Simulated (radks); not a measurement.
The numbers below are computed, except where a source is named.
Excited configurations of La I: one electron is placed in a higher orbital outside [Xe] 5d2. The ground configuration is [Xe] 5d1 6s2. Level of theory: Dirac Kohn-Sham, LDA (Slater exchange, Perdew-Wang correlation), spin-unpolarised, spherical densities, point nucleus; open shells fill j = l - 1/2 first (a radial shooting solver on a logarithmic mesh with Libxc functionals). Excitation = E - E(ground); binding = E(ion) - E, where the ion is the core of charge +1; n* = 1/sqrt(2 binding) in atomic units, and the quantum defect is n - n*.

outer orbital  excitation (eV)  binding (eV)  quantum defect  eigenvalue (eV)  <r> (bohr)
5f5/2                    5.262         0.926           1.168           -0.433       16.97
6s1/2                    0.745         5.443           4.419           -3.273       4.569
6p1/2                    2.830         3.358           3.987           -1.715       5.984
7s1/2                    4.173         2.016           4.402           -1.209       10.85
7p1/2                    4.650         1.538           4.026           -0.902       13.47
7f5/2                    5.717         0.471           1.625           -0.293       42.84

The Delta-SCF ionisation energy is 6.188 eV (NIST Atomic Spectra Database: 5.577 eV, measured). Self-interaction in the functional shifts the binding energies and quantum defects, so they are the method's values and not measured ones. Spin polarisation and multiplet splitting are left out, so open shells lie too high by an amount that depends on their filling.

Beside tabulated values, note that spin-unpolarised runs miss the spin-polarisation part of the exchange energy of open shells.
